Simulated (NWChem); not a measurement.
**Total energies of BO**

SMILES: [B]=O
```xyz
2

B      0.0000     0.0000     0.7405
O      0.0000     0.0000    -0.4628
```
Charge 0, spin multiplicity 2.

Program: NWChem. All single points use one geometry, from UB3LYP/def2-SVP, a minimum by its harmonic frequencies.

Basis set: def2-QZVP (114 functions).

| method | total energy (Ha) | relative cost |
|---|---|---|
| UHF | -99.56562 | 1 |
| UMP2 | -99.88514 | under 3 |
| UB2PLYP | -100.01172 | under 3 |
| UPBE | -99.95670 | under 3 |
| UB3LYP | -100.07654 | under 3 |
| UBHandHLYP | -100.02228 | under 3 |

Total energies of different functionals aren't comparable as a measure of quality: only differences taken within one method are. The cost column gives rough processor time relative to UHF; each entry includes its own SCF.

The correlated methods keep 2 core orbitals frozen. B3LYP has NWChem's definition, with VWN1-RPA local correlation. The structure started from a generated list of species. The unpaired electrons of the parent sit in orbitals of symmetry a1 (C2v labels of the run); other states weren't searched. The stability of the SCF solutions was not checked. Open-shell Hartree-Fock references start from PBE0 orbitals; any time given for them includes that run.
